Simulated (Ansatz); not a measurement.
`COBCS`, relaxed with RKS PBE-D4/def2-SVP in the Gaussian-basis code of Ansatz from a rough embedded geometry. The force threshold is 0.03 eV/Å; the program also tests the step.

Total charge 0; spin multiplicity 1.

Start:

```xyz
12

C    -0.546   -0.349   -1.829
O     0.442    0.363   -1.158
B     0.665   -0.348    0.089
C    -0.140    0.124    1.484
S     0.190    1.820    1.828
H    -0.205   -1.353   -2.138
H    -1.518   -0.323   -1.342
H    -0.671    0.226   -2.828
H     1.430   -1.166    0.192
H     0.119   -0.547    2.278
H    -1.265   -0.041    1.225
H     1.501    1.594    2.199
```

| step | energy (eV) | largest force (eV/Å) | largest move (Å) |
| --- | --- | --- | --- |
| 1 | -15728.3465 | 4.044 | 0.000 |
| 2 | -15728.9205 | 1.641 | 0.101 |
| 3 | -15729.0643 | 1.034 | 0.192 |
| 4 | -15729.1796 | 0.770 | 0.183 |
| 5 | -15729.3154 | 0.953 | 0.195 |
| 6 | -15729.4606 | 1.230 | 0.194 |
| 7 | -15729.5934 | 1.274 | 0.195 |
| 8 | -15729.7336 | 0.399 | 0.200 |
| 9 | -15729.8145 | 0.189 | 0.200 |
| 10 | -15729.8399 | 0.703 | 0.194 |
| 11 (rejected) | -15729.8184 | 1.280 | 0.147 |
| 12 | -15729.8626 | 0.166 | 0.072 |
| 13 | -15729.8675 | 0.077 | 0.100 |
| 14 | -15729.8690 | 0.042 | 0.057 |
| 15 | -15729.8693 | 0.047 | 0.019 |
| 16 | -15729.8693 | 0.012 | 0.008 |

End:

```xyz
12

C    -0.488   -0.445   -2.055
O    -0.785   -0.157   -0.699
B     0.124   -0.312    0.298
C    -0.238    0.203    1.741
S     0.727    1.786    1.783
H     0.509   -0.923   -2.167
H    -1.266   -1.122   -2.463
H    -0.503    0.496   -2.644
H     1.220   -0.807    0.056
H     0.037   -0.438    2.601
H    -1.298    0.511    1.837
H     1.960    1.209    1.712
```

Hardware: 4 threads of an Intel Xeon Platinum 8375C on a shared host. Wall time 15 s, peak host memory 0.18 GiB.
